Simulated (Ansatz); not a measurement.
Reaction (ligand exchange at the Al–N bond): `C[N](C)[Al]([Cl])[Cl]` + CH₃SH → `C[S][Al]([Cl])[Cl]` + dimethylamine

Program: Ansatz. Geometries: PBE0-D4/def2-TZVP. ΔE: electronic, gas phase. CCSD(T)/CBS is the MP2 limit (def2-TZVPP, def2-QZVPP) plus CCSD(T) − MP2 in def2-TZVPP, frozen cores. This one scheme is used for every species. Functionals use def2-TZVPP. One conformer a species, not always the lowest.

```csv
level,ΔE (kJ/mol)
revPBE-D4,-19.2
BLYP-D4,-11.1
r2SCAN-D4,-15.7
BHLYP-D4,-12.4
PBE-QIDH,-16.3
BHLYP,-13.3
CCSD/def2-TZVPP,-8.4
MP2/CBS(def2),-13.8
```

Task: What does CCSD(T)/CBS give? (Best estimate.)

Result: Computed: -13.2 kJ/mol. The listed levels differ from it by -6.0, 2.1, -2.5, 0.8, -3.1, -0.1, 4.8, -0.6 kJ/mol.

Largest T1 diagnostic among the species: 0.010.

At CCSD(T), def2-SVP lies +6.4 kJ/mol from the extrapolated value and def2-TZVPP +4.3 kJ/mol. In def2-TZVPP, CCSD(T) changes the Hartree–Fock value by +6.9 kJ/mol (the triples alone add −0.5 kJ/mol) and MP2 by +6.3 kJ/mol.

CCSD(T)/CBS has its own doubt, a few kJ/mol and more with outer-core shells, so smaller differences from it don't rank the levels.
